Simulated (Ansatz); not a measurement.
Stepwise reaction of `F[SiH2]N[SiH2]F` with water, as a gas-phase model of exchange steps in deposition or etching. ΔE in kJ/mol.

Computed with Ansatz on PBE0-D4/def2-TZVP structures; ΔE is electronic, products minus reactants. CCSD(T)/CBS adds triple-zeta CCSD(T) − MP2 to the extrapolated MP2 energy (def2 sets, frozen cores). This one scheme is used for every species. DFT in def2-TZVPP. B3LYP here is the variant with VWN-RPA as its local correlation; programs differ in this. One conformer a species, not always the lowest.

```csv
step,reaction,PBE-D4,B3LYP-D4,ωB97M-V,CCSD(T)/CBS
2,`O[SiH](F)N[SiH2]F` + H₂O → `O[Si](O)(F)N[SiH2]F` + H₂,-95.6,-103.8,-104.2,-99.5
```

Question: Give the row of step 1, `F[SiH2]N[SiH2]F` + H₂O → `O[SiH](F)N[SiH2]F` + H₂. (An estimate is asked.)

Answer: Ansatz gave: 
```
step                                            reaction  PBE-D4  B3LYP-D4  ωB97M-V  CCSD(T)/CBS
   1  `F[SiH2]N[SiH2]F` + H₂O → `O[SiH](F)N[SiH2]F` + H₂   -90.5     -96.6    -97.9        -95.3
```

Question: By hand: ΔE of the 2 steps together at CCSD(T)/CBS.

Answer: (-95.3) + (-99.5) = -194.8 kJ/mol, or -97.4 kJ/mol a step.

In ΔE the steps differ by no more than 4.2 kJ/mol. All are downhill at CCSD(T)/CBS. PBE-D4 differs from CCSD(T)/CBS by 3.9 to 4.8 kJ/mol a step. Only this route is followed, and other bonds may react first. Isolated molecules leave out the surface, adducts and barriers. Largest T1 diagnostic: 0.012.
